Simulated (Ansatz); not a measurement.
# What each rung costs, and what it gives

Saddle point of CH$_{5}$InO, singlet (InHO ([OH][In]) + CH₄ → CH₃In ([CH3][In]) + H₂O; bonds formed: In1–C4, O2–H3; bonds broken: In1–O2, H3–C4), PBE0-D4/def2-TZVP structure:

```
8
angstrom
In 0.5341 1.7091 -0.8202
O -0.6073 -0.1372 -1.5755
H -0.2964 -0.2536 -0.4466
C 0.1276 -0.0382 0.9471
H -0.2618 -0.8240 -2.1514
H 1.1818 -0.1037 1.2449
H -0.3650 0.6667 1.6278
H -0.3128 -1.0191 1.1740
```

Barriers are electronic and count from the start structure reached by relaxing down the imaginary mode.

Computed with Ansatz 0.2.0 (basis: as named in each row); correlated methods freeze the cores. Filled d shells of the heavier atoms are correlated. Core potentials replace the inner electrons of the atoms past krypton. The def2 sets are not built for correlating such inner shells, so the correlated values are less sure here. B3LYP uses VWN-RPA correlation. Extrapolation: Hartree–Fock as exp(−7.88 √X), correlation as X^−2.97.

Times are rough, for one single point on 2 threads of a shared host (Arm Neoverse V2).

The estimate by CCSD(T) at an estimated basis limit (MP2 extrapolated from triple and quadruple zeta, plus CCSD(T) − MP2 in triple zeta) is 156.3 kJ/mol.

| method | basis | time (s) | barrier (kJ/mol) | method less estimate |
| --- | --- | --- | --- | --- |
| SPW92 | def2-SVP | under 1 | 82.5 | -73.7 |
| PBE-D4 | def2-SVP | under 1 | 117.7 | -38.6 |
| PBE0-D4 | def2-SVP | under 1 | 127.6 | -28.6 |
| SPW92 | def2-TZVPP | 1 | 96.3 | -59.9 |
| PBE-D4 | def2-TZVPP | 2 | 130.3 | -26.0 |
| BLYP-D4 | def2-TZVPP | 2 | 150.6 | -5.7 |
| B3LYP-D4 | def2-TZVPP | 2 | 155.7 | -0.6 |
| PBE0-D4 | def2-TZVPP | 2 | 139.7 | -16.6 |
| BHLYP-D4 | def2-TZVPP | 2 | 168.5 | 12.2 |
| CAM-B3LYP-D4 | def2-TZVPP | 3 | 157.3 | 1.1 |
| CCSD(T) | def2-SVP | 3 | 158.2 | 1.9 |
| r2SCAN-D4 | def2-TZVPP | 4 | 138.0 | -18.3 |
| wB97M-V | def2-SVP | 4 | 134.7 | -21.6 |
| r2SCAN0-D4 | def2-TZVPP | 4 | 144.3 | -12.0 |
| B2PLYP | def2-TZVPP | 4 | 158.0 | 1.8 |
| PBE-QIDH | def2-TZVPP | 4 | 147.6 | -8.6 |
| RPA on PBE | def2-TZVPP | 5 | 155.9 | -0.4 |
| wB97X-V | def2-TZVPP | 7 | 155.7 | -0.6 |
| B97M-V | def2-TZVPP | 8 | 156.7 | 0.4 |
| wB97M-V | def2-TZVPP | 8 | 150.4 | -5.8 |
| MP2 | def2-QZVPP | 13 | 150.8 | -5.4 |
| CCSD(T) | def2-TZVPP | 57 | 154.7 | -1.6 |

All methods are single points on the PBE0-D4 structures.

The T1 diagnostic stays at or below 0.017.

Labels in which every atom is bracketed show which atoms are joined, not bond orders.
